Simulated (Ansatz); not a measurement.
`[Cl][In]([Cl])[Cl]` + `CC(=O)OC(C)C` → `CC(C)[O][In]([Cl])[Cl]` + `CC(=O)Cl`  (formal exchange of groups at the In–Cl bond)

Gas-phase electronic energies from Ansatz, PBE0-D4/def2-TZVP geometries. CBS: MP2 limit from def2 TZ/QZ plus the TZ coupled-cluster correction, frozen cores. Elements past krypton have def2 core potentials. For In outer-core shells are correlated without core-valence functions, which leaves a few kJ/mol of doubt a bond. One conformer a species, not always the lowest.

| species | CCSD/CBS(def2) energy (Eh) |
| --- | --- |
| `[Cl][In]([Cl])[Cl]` | -1569.26401 |
| `CC(=O)OC(C)C` | -346.59565 |
| `CC(C)[O][In]([Cl])[Cl]` | -1302.97991 |
| `CC(=O)Cl` | -612.82795 |

(1) Work out ΔE.

Largest T1 diagnostic among the species: 0.014.

Results:

(1) ΔE = (-1302.97991) + (-612.82795) − (-1569.26401) − (-346.59565) = 0.05180 Eh = +136.0 kJ/mol. CCSD(T)/CBS gives +127.8 kJ/mol.

The D4 term adds −6.1 kJ/mol with B3LYP and −3.1 kJ/mol with PBE0; it sums over pairs of atoms, weighted by their polarisabilities, and B3LYP, whose exchange is more repulsive, gets the larger term. From PBE to PBE0 (25 % exact exchange), in def2-TZVPP and without D4, ΔE moves by +19.1 kJ/mol. In def2-TZVPP, CCSD(T) changes the Hartree–Fock value by −47.1 kJ/mol (the triples alone add −8.2 kJ/mol) and MP2 by −51.4 kJ/mol.

B3LYP here is the variant with VWN-RPA as its local correlation; programs differ in this.
